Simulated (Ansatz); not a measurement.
Born–Oppenheimer molecular dynamics of BH4SSe (7 atoms, charge 1, multiplicity 1). It starts at the highest image of a converged band, a first-order saddle point between two minima.

These are results of Ansatz, RKS BHLYP-D4/def2-SVP, not measurements.

```
ensemble                      : NVE (velocity Verlet)
time step                     : 0.5 fs
steps asked                   : 200
starting velocities drawn for : 300 K
seed                          : 4199
```

Frames 2.5 fs apart, positions in Å.

Velocities at 40.0 fs (Å/ps):

```
B -1.83 0.05 2.06
Se 2.02 0.44 -0.51
S -2.17 -1.12 0.63
H -5.80 -9.58 -13.40
H -24.94 -5.46 18.53
H -12.53 24.70 -13.26
H -26.09 -9.24 5.88
```

```xyz
7
Properties=species:S:1:pos:R:3 time_fs=40.0 energy_less_start_eV=0.002 T=298
B -1.529 0.813 -0.985
Se -1.088 -0.287 0.329
S 1.998 -0.380 0.438
H -2.580 0.251 -0.263
H -1.517 1.528 -1.944
H 2.168 0.523 1.399
H 2.374 -1.399 1.234
7
Properties=species:S:1:pos:R:3 time_fs=42.5 energy_less_start_eV=-0.020 T=331
B -1.533 0.813 -0.980
Se -1.082 -0.286 0.328
S 1.992 -0.383 0.439
H -2.599 0.229 -0.299
H -1.587 1.515 -1.894
H 2.138 0.588 1.371
H 2.305 -1.420 1.246
7
Properties=species:S:1:pos:R:3 time_fs=45.0 energy_less_start_eV=-0.013 T=321
B -1.536 0.811 -0.974
Se -1.077 -0.285 0.327
S 1.985 -0.386 0.441
H -2.614 0.210 -0.336
H -1.667 1.528 -1.871
H 2.111 0.636 1.339
H 2.229 -1.428 1.260
7
Properties=species:S:1:pos:R:3 time_fs=47.5 energy_less_start_eV=-0.012 T=319
B -1.541 0.807 -0.968
Se -1.070 -0.284 0.326
S 1.977 -0.388 0.442
H -2.617 0.193 -0.368
H -1.748 1.565 -1.873
H 2.087 0.646 1.301
H 2.151 -1.418 1.285
7
Properties=species:S:1:pos:R:3 time_fs=50.0 energy_less_start_eV=-0.005 T=309
B -1.549 0.807 -0.965
Se -1.063 -0.284 0.325
S 1.967 -0.390 0.443
H -2.604 0.173 -0.390
H -1.815 1.587 -1.856
H 2.070 0.635 1.276
H 2.074 -1.395 1.327
7
Properties=species:S:1:pos:R:3 time_fs=52.5 energy_less_start_eV=-0.044 T=368
B -1.561 0.811 -0.969
Se -1.055 -0.283 0.324
S 1.955 -0.392 0.442
H -2.585 0.150 -0.395
H -1.858 1.582 -1.808
H 2.062 0.633 1.284
H 2.001 -1.359 1.382
7
Properties=species:S:1:pos:R:3 time_fs=55.0 energy_less_start_eV=-0.038 T=359
B -1.576 0.816 -0.973
Se -1.047 -0.283 0.324
S 1.942 -0.395 0.441
H -2.570 0.120 -0.383
H -1.883 1.580 -1.768
H 2.061 0.640 1.313
H 1.931 -1.311 1.438
7
Properties=species:S:1:pos:R:3 time_fs=57.5 energy_less_start_eV=-0.050 T=377
B -1.590 0.817 -0.972
Se -1.038 -0.283 0.323
S 1.928 -0.397 0.441
H -2.567 0.087 -0.356
H -1.906 1.613 -1.770
H 2.063 0.635 1.327
H 1.868 -1.258 1.480
7
Properties=species:S:1:pos:R:3 time_fs=60.0 energy_less_start_eV=-0.042 T=365
B -1.606 0.817 -0.969
Se -1.029 -0.282 0.321
S 1.912 -0.399 0.442
H -2.577 0.056 -0.321
H -1.917 1.653 -1.790
H 2.066 0.618 1.311
H 1.810 -1.213 1.507
7
Properties=species:S:1:pos:R:3 time_fs=62.5 energy_less_start_eV=-0.049 T=377
B -1.624 0.818 -0.965
Se -1.019 -0.282 0.319
S 1.895 -0.401 0.445
H -2.592 0.035 -0.284
H -1.909 1.659 -1.786
H 2.074 0.616 1.278
H 1.759 -1.190 1.523
7
Properties=species:S:1:pos:R:3 time_fs=65.0 energy_less_start_eV=-0.089 T=438
B -1.643 0.818 -0.959
Se -1.009 -0.281 0.317
S 1.877 -0.403 0.449
H -2.605 0.029 -0.253
H -1.887 1.632 -1.760
H 2.088 0.651 1.246
H 1.715 -1.190 1.530
7
Properties=species:S:1:pos:R:3 time_fs=67.5 energy_less_start_eV=-0.108 T=467
B -1.663 0.814 -0.948
Se -0.998 -0.280 0.314
S 1.858 -0.406 0.452
H -2.611 0.045 -0.233
H -1.868 1.612 -1.751
H 2.106 0.702 1.210
H 1.680 -1.202 1.528
```

Of the whole run (100 fs, mean temperature of the second half 627 K): The conserved energy stayed within 0.083 meV per atom of its start (net change 0.014 meV per atom), so the integration is sound. The system heated up, since it started high on the potential surface and ran downhill. A run of 0.1 ps of so small a system gives no equilibrium averages. The orbitals stay closed-shell, which can raise the energy where a bond breaks towards radicals; this wasn't checked here. Limits of this set-up: the dipole of an ion depends on the origin.

Run time: 4.9 min on 2 threads of Arm Neoverse V2, on a shared host, peak memory 0.17 GiB.
